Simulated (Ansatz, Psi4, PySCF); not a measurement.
chlorobenzene (C$_{6}$H$_{5}$Cl), singlet, at a GFN2-xTB geometry. Base run: CCSD(T)/STO-3G (PySCF).

PySCF was given this input:
```python
from pyscf import gto, scf, cc

mol = gto.M(
    atom='''
Cl    2.230833    0.178301    0.001666
C     0.505653    0.040415    0.000378
C    -0.270115    1.188040    0.019311
C    -1.649225    1.070452    0.018162
C    -2.244936   -0.179428   -0.001677
C    -1.458233   -1.318817   -0.020483
C    -0.077952   -1.215859   -0.019571
H     0.201293    2.158229    0.034705
H    -2.258747    1.961460    0.032865
H    -3.320984   -0.265432   -0.002481
H    -1.918469   -2.295326   -0.035985
H     0.541595   -2.098853   -0.034150
''',
    basis='sto-3g',
    charge=0,
    spin=0,
    verbose=4,
)

mf = scf.RHF(mol)
mf.kernel()

mycc = cc.CCSD(mf)
mycc.kernel()
et = mycc.ccsd_t()
print('E(CCSD(T)) = %.10f' % (mycc.e_tot + et))
```

The same geometry, method and basis name were run in Ansatz (a program for electronic structure) and Psi4 and PySCF, at each program's defaults and at the settings that a row names. The base is PySCF at its defaults. Differences at the defaults can come from grids, fitting, cores and function types together.

| code and settings | ΔE vs base (mEh) | basis functions | E (Eh) | SCF cycles |
|---|---|---|---|---|
| PySCF, defaults (exact integrals, spherical functions, all electrons correlated) | 0.000 | 44 | -682.32772 | 10 |
| Psi4, defaults (exact integrals, spherical functions, all electrons correlated) | 0.000 | 44 | -682.32772 | 12 |
| Ansatz, defaults (factorised integrals, spherical functions, frozen core) | 2.651 | 44 | -682.32507 | - |
| PySCF, frozen core | 2.619 | 44 | -682.32510 | 10 |
| Psi4, exact integrals, spherical functions, frozen core | 2.619 | 44 | -682.32510 | 12 |
| Ansatz, high accuracy, frozen core | 2.619 | 44 | -682.32510 | - |
